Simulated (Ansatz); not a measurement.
Compare A (`FB1CC1[SiH3]`) with its isomer B (`B[SiH](F)C=C`).

Isolated molecules relaxed with PBE0-D4/def2-TZVP in Ansatz; ΔE leaves out vibrations. CCSD(T)/CBS adds triple-zeta CCSD(T) − MP2 to the extrapolated MP2 energy (def2 sets, frozen cores). Functionals use def2-TZVPP. B3LYP here is the variant with VWN-RPA as its local correlation; programs differ in this. One conformer a species, not always the lowest.

A:

Z-matrix (Å, degrees):
```
C
B 1 1.509
C 1 1.599 2 58.0
H 1 1.087 2 120.3 3 103.8
H 1 1.087 2 122.4 3 -102.6
F 2 1.309 1 148.6 3 -176.3
Si 3 1.854 1 116.8 2 -112.8
H 3 1.090 1 115.7 2 108.5
H 7 1.489 3 108.6 1 42.8
H 7 1.489 3 111.3 1 -76.0
H 7 1.487 3 111.2 1 162.6
```

B:

Z-matrix (Å, degrees):
```
Si
F 1 1.609
C 1 1.857 2 107.3
B 1 2.002 2 112.7 3 119.9
H 1 1.492 2 106.9 3 -118.6
C 3 1.331 1 122.7 2 7.4
H 3 1.089 1 118.6 2 -173.9
H 4 1.197 1 118.7 2 178.2
H 4 1.195 1 123.7 2 -3.7
H 6 1.086 3 121.6 1 -1.2
H 6 1.086 3 122.1 1 179.4
```

Q: Which is lower in electronic energy at CCSD(T)/CBS, and by how much? (An estimate is asked.)

A: The calculation gave: A, by 0.2 kcal/mol. So small a gap doesn't settle the order.

Q: Give E(B) − E(A) in kcal/mol with MP2/def2-TZVPP, HF/def2-TZVPP, PBE0-D4, B3LYP-D4, CCSD/def2-TZVPP, PBE-D4, B2PLYP. (Estimate.)

A: The calculation gave: MP2/def2-TZVPP 4.1, HF/def2-TZVPP -5.2, PBE0-D4 6.6, B3LYP-D4 0.6, CCSD/def2-TZVPP 0.3, PBE-D4 6.4, B2PLYP 1.1. The order is the other way round with HF/def2-TZVPP.

Largest T1 diagnostic: 0.012.

In def2-TZVPP, CCSD(T) changes the Hartree–Fock value by +6.1 kcal/mol (the triples alone add +0.6 kcal/mol) and MP2 by +9.3 kcal/mol.
